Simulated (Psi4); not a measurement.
Noncovalent pair: CO (SMILES [C-]#[O+]) (first 2 atoms) with CH3Cl (SMILES CCl); geometry from B3LYP-D3(BJ)/def2-TZVP, rigid monomers moved along the line of their centres of mass till C1···H7 is 4.98 Å.
(charge 0, multiplicity 1):
```
atom    x (Å)    y (Å)    z (Å)
----  -------  -------  -------
C      0.1609   0.5345   0.0377
O     -0.4283  -0.0747  -0.7015
C      1.5338  -0.1772   5.6678
Cl     0.5514  -1.6076   5.2056
H      1.0208   0.3414   6.4720
H      2.5076  -0.5263   5.9976
H      1.6275   0.4607   4.7945
```

These are Psi4 1.11 with SAPT0/jun-cc-pV(D+d)Z values and carry that method's errors.

Task: Which attractive term is largest, and how does the interaction split up?

Result: electrostatics -0.10, exchange 0.00, induction 0.00, dispersion -0.05, total -0.15 kcal/mol; the largest attraction is electrostatics.
